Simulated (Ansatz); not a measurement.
One change: `[CH3][Al]([F])[C]#N` becomes `[CH3][AlH][C]#N`.

Ansatz, PBE0-D4/def2-TZVP geometries, multiplicity 1. 

```csv
property,`[CH3][Al]([F])[C]#N`
LUMO energy (PBE0/def2-TZVPP) / eV,-1.82
HOMO energy (ωB97M-V/def2-TZVPP) / eV,-11.74
HOMO energy (PBE/def2-TZVPP) / eV,-8.00
HOMO energy (PBE0/def2-TZVPP) / eV,-9.45
HOMO–LUMO gap (PBE/def2-TZVPP) / eV,5.35
size of the dipole moment (ωB97M-V/def2-TZVPP) / D,3.81
```

What does the change do to each property? (Estimate.)

The calculation gave: 
| property | `[CH3][AlH][C]#N` | shift |
| --- | --- | --- |
| LUMO energy (PBE0/def2-TZVPP) / eV | -2.11 | -0.29 |
| HOMO energy (ωB97M-V/def2-TZVPP) / eV | -11.00 | 0.74 |
| HOMO energy (PBE/def2-TZVPP) / eV | -7.49 | 0.51 |
| HOMO energy (PBE0/def2-TZVPP) / eV | -8.78 | 0.67 |
| HOMO–LUMO gap (PBE/def2-TZVPP) / eV | 4.57 | -0.78 |
| size of the dipole moment (ωB97M-V/def2-TZVPP) / D | 3.98 | 0.17 |

With PBE0 the HOMO rises by 0.67 eV and the LUMO falls by 0.29 eV, so the gap narrows by about 0.96 eV. PBE moves the HOMO by 0.51 eV and ωB97M-V by 0.74 eV. Dipoles are sizes alone; their direction can turn.
